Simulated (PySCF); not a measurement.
# Correlation energy of Pt⁻ (platinum, charge -1)

[Xe] 4f14 5d9 6s2, 2D determinant. Computed with PySCF 2.14 in def2-TZVPPD with the def2 core potential (60 electrons) (6s5p3d2f1g, 59 functions), with a scalar-relativistic core potential. Frozen: 5s2 5p6; 11 electrons correlated.

```tsv
level	correlation energy (mhartree)
CCSD	-335.55
(T)	-16.92
CCSD(T)	-352.47
```

Diagnostics: T1 = 0.022, D1 = 0.0740, largest double amplitude 0.075.

Question: Is a single reference adequate?

Answer: Mostly. T1 lies below 0.03, but a double amplitude of this size points to a near-degeneracy that CCSD handles and MP2 describes poorly.
